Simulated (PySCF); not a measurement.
Orbital gap (eV) of eight silicon and germanium compounds: PBE beside CAM-B3LYP, computed with PySCF for isolated molecules in the bases named; differences from unrounded values. The eight are the first of their class met in an unordered collection, after screening for sound electronic states; none was chosen by its value. Each molecule has one DFT geometry for both levels.

| molecule | basis | CAM-B3LYP | PBE | difference |
|---|---|---|---|---|
| [(Z)-prop-1-enyl]silane (C3H8Si), SMILES C(/[SiH3])=C/C | def2-TZVP | 9.43 | 4.93 | -4.50 |
| C₃H₆F₂Si, SMILES [C@H]1([SiH2]F)[C@@H](F)C1 | def2-TZVP | 11.23 | 6.44 | -4.79 |
| C₂H₁₂Si₄, SMILES C1[SiH](C[SiH2][SiH2]1)[SiH3] | def2-TZVP | 9.65 | 5.52 | -4.13 |
| C₃H₁₂Si₃, SMILES C([SiH3])(C=C)([SiH3])[SiH3] | def2-TZVP | 9.22 | 4.82 | -4.39 |
| C2H6FNOSi, SMILES C1[Si](CO1)(F)N | def2-TZVP | 9.98 | 5.38 | -4.60 |
| Si(Cl)2(vinyl)(OH) (C₂H₄Cl₂OSi), SMILES C=C[Si](O)(Cl)Cl | def2-TZVP | 9.86 | 5.20 | -4.66 |
| C4H8OSi, SMILES C#C[SiH2]CCO | def2-TZVP | 10.22 | 5.36 | -4.85 |
| H7NSSi2, SMILES [SiH2](N)S[SiH3] | def2-TZVP | 9.40 | 5.11 | -4.29 |

PBE lies below CAM-B3LYP in 8 and above it in 0 of the eight; the mean signed difference is -4.53 and the largest -4.85 eV.
